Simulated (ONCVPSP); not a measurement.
manganese, ONCV: configuration errors across variants

manganese, optimised norm-conserving Vanderbilt (ONCV), made with ONCVPSP 4.0.1 (PBE, scalar-relativistic). Core [Ne] 3s2, reference 3p6 3d5 4s2. Waves: 4s: rc 2.40 bohr, ncon 4, nbas 7, qcut 3.2 1/bohr, 2 projectors, debl 2.5 Ha; 3p: rc 0.90 bohr, ncon 4, nbas 7, qcut 7.3 1/bohr, 3 projectors, debl 1.3 Ha; 3d: rc 1.45 bohr, ncon 3, nbas 8, qcut 9.5 1/bohr, 2 projectors, debl 3.9 Ha. Local part: polynomial inside 0.90 bohr (lpopt 3, dvloc0 2 Ha). Core correction: none.

In the p channel the program set the typed energies aside and used -2.006, 0.250, 1.550 Ha.

All-electron excitation energies from the reference (eV): (1) 3p6 3d5 4s1 8.416; (2) 3p6 3d5 4s0 24.015; (3) 3p6 3d4 4s0 56.534; (4) 3p6 3d5.5 4s1.5 -0.482.

4 further variants failed, have other tests or too few solved ones, and are left out.

A true bound ghost makes a file unfit for plane-wave use even where its test errors are small: the radial tests pick states by their node count and pass the ghost by.

Errors AE − PS in meV (a dash: test not solved or not reliable):

```csv
change,(1),(2),(3),(4),bound ghosts,GHOST(+) flags above zero
base,-4.4,-15,+159,-9.6,"s, p",none
s: qcut 2; p: qcut 4.6; d: qcut 6,-1.9,+3.4,+87,+23,"s, p",none
s: qcut 2.5; p: qcut 5.6; d: qcut 7.3,-3.6,-5.2,+127,+5.1,"s, p",none
s: qcut 3; p: qcut 6.9; d: qcut 8.9,-4.1,-13,+153,-6.8,"s, p",none
s: qcut 3.3; p: qcut 7.5; d: qcut 9.8,-4.6,-16,+162,-11,"s, p",none
```

Q: Give the same row for: s: qcut 2.7; p: qcut 6.2; d: qcut 8.1.

A: -3.9, -9.2, +140, -1.7; bound ghosts: s; GHOST(+) flags above zero: p.
